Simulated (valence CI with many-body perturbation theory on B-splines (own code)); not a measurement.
## Ag VI: calculation against measured levels

Calculated by configuration interaction combined with many-body perturbation theory (CI+MBPT): six valence electrons over a frozen Dirac-Fock core [Kr], a basis of 7 s, 7 p, 8 d, 6 f, 4 g, 1 h functions for each j, with the one-electron correlation potential Σ1 (screened to all orders), the two-electron term Σ2, the three-electron term Σ3, Breit, model QED; selected single and double excitations, second order for the rest, scaled by the run's own slope (own B-spline code, finite nucleus).

Against 24 measured levels this calculation errs by 379 cm⁻¹ on average and by 867 at most. These come from a selection out of Gamrath, thesis, University of Mons (2023). Levels without a partner in it may be off by more, other configurations by 1,000 to 8,000 cm⁻¹. Among the levels kept, up to 940 cm⁻¹ of a level comes from second order outside the variational space, and about a tenth of that is noise between levels of different J, which matters for small intervals. Only levels of the ground parity were solved; by the run's estimate the other parity begins above the list, which can be wrong where configurations are misplaced.

Measured levels: measured levels as listed in Gamrath, thesis, University of Mons (2023). Pairs share parity and J, and are chosen by configuration, term and nearness in energy; levels without a clear partner are left out. Energies in cm⁻¹ above the measured ground level.

Names give the largest LS component (configuration and term), which can be under half, so a name can repeat, a term be missing and a line seem to break the LS rules; names also repeat where a configuration has a term twice. Letters in brackets count levels of one name in rising energy.

```tsv
Computed label	Label in the source	Measured	Computed	Difference
4d⁶ ⁵D_4	4d6 5D	0	0.0	0
4d⁶ ⁵D_3	4d6 5D	2692.5	2622.1	-70
4d⁶ ⁵D_2	4d6 5D	3953	3906.4	-47
4d⁶ ⁵D_1	4d6 5D	4941	4885.8	-55
4d⁶ ⁵D_0	4d6 5D	5380	5347.8	-32
4d⁶ ³H_4	4d6	20494.5	20353.4	-141
4d⁶ ³P_2	4d6 3P	21041.5	21827.8	+786
4d⁶ ³H_6	4d6 3H	21512.5	20997.4	-515
4d⁶ ³H_5	4d6 3H	21812	21380.6	-431
4d⁶ ³F_3	4d6 3F	24441	24586.0	+145
4d⁶ ³F_4	4d6 3H	25144.5	24933.3	-211
4d⁶ ³F_2	4d6 3F	25306.5	25605.5	+299
4d⁶ ³G_5	4d6 3G	27958.5	27644.0	-314
4d⁶ ³P_1 [a]	4d6 3P	28232	28892.7	+661
4d⁶ ³G_4	4d6 3G	29659.5	29487.1	-172
4d⁶ ³G_3	4d6 3G	30361	30211.7	-149
4d⁶ ³D_2	4d6 3D	32650.5	33084.7	+434
4d⁶ ³D_3	4d6 3D	33509	33837.7	+329
4d⁶ ³D_1	4d6 3D	33558	33961.9	+404
4d⁶ ¹I_6	4d6 1I	34194.5	33327.8	-867
4d⁶ ¹G_4	4d6 1G	37481	37370.6	-110
4d⁶ ¹D_2	4d6 1D	41372	42230.3	+858
4d⁶ ¹S_0	4d6	41638.5	42401.2	+763
4d⁶ ¹F_3	4d6 1F	44724.5	45196.8	+472
4d⁶ ³P_1 [b]	4d6 3P	51664.5	52491.3	+827
```

Over 24 excited levels the mean absolute difference is 379 cm⁻¹, the median 322 and the largest 867. The comparison draws on a selection of the measured levels: 25 of the 27 computed ones have a partner in it, and others may be off by more.
